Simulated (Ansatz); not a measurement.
`N[Si](N)(O)O[SiH3]` + HBr → `N[Si](N)(O)Br` + silanol  (ligand exchange at the Si–O bond)

Isolated molecules relaxed with PBE0-D4/def2-TZVP in Ansatz; ΔE leaves out vibrations. CCSD(T)/CBS adds triple-zeta CCSD(T) − MP2 to the extrapolated MP2 energy (def2 sets, frozen cores). DFT in def2-TZVPP. B3LYP here is the variant with VWN-RPA as its local correlation; programs differ in this. For Br outer-core shells are correlated without core-valence functions, which leaves a few kJ/mol of doubt a bond. Scalar relativity is left out up to krypton. Each species was taken in one conformer, which may not be the lowest.

`N[Si](N)(O)O[SiH3]`:

```xyz
14

N    -0.714   -1.585    0.565
Si    0.527   -0.419    0.532
N     1.664   -0.953   -0.600
O     1.408   -0.148    1.889
O    -0.246    1.004    0.239
Si   -1.192    1.691   -0.901
H    -0.493   -2.555    0.718
H    -1.624   -1.353    0.927
H     2.620   -0.645   -0.576
H     1.400   -1.359   -1.479
H     1.113    0.580    2.435
H    -0.763    1.285   -2.267
H    -1.088    3.167   -0.772
H    -2.611    1.289   -0.709
```

HBr:

```xyz
2

Br   -0.388   -0.579   -0.136
H     0.388    0.579    0.136
```

`N[Si](N)(O)Br`:

Cartesian coordinates in Å:
```
N 1.269 -0.190 0.913
Si 0.028 0.202 -0.161
N -1.062 -1.092 -0.206
O -0.472 1.677 0.343
Br 0.583 0.470 -2.327
H 1.705 -1.096 0.884
H 1.880 0.524 1.273
H -1.599 -1.300 -1.030
H -1.482 -1.445 0.638
H -0.851 2.250 -0.326
```

`O[SiH3]`:

Cartesian coordinates in Å:
```
O -0.362 -0.281 -1.197
Si 0.217 -0.044 0.328
H -1.073 0.284 -1.498
H 0.770 1.328 0.498
H 1.291 -1.046 0.515
H -0.843 -0.240 1.355
```

Q: Is it downhill or uphill in electronic energy at CCSD(T)/CBS, and by how much? (An estimate is asked.)

A: Computed: Uphill: ΔE = +25.7 kJ/mol.

Q: What do these levels give: PBE-D4, r2SCAN-D4, B3LYP, HF/def2-TZVPP, CCSD(T)/def2-TZVPP, SCS-MP2/def2-QZVPP? (Estimate.)

A: Computed: PBE-D4 14.3, r2SCAN-D4 23.5, B3LYP 25.8, HF/def2-TZVPP 36.1, CCSD(T)/def2-TZVPP 31.7, SCS-MP2/def2-QZVPP 26.7 kJ/mol.

Largest T1 diagnostic among the species: 0.011.

In def2-TZVPP, CCSD(T) changes the Hartree–Fock value by −4.4 kJ/mol (the triples alone add −1.8 kJ/mol) and MP2 by −11.8 kJ/mol. From PBE to PBE0 (25 % exact exchange), in def2-TZVPP and without D4, ΔE moves by +4.0 kJ/mol.
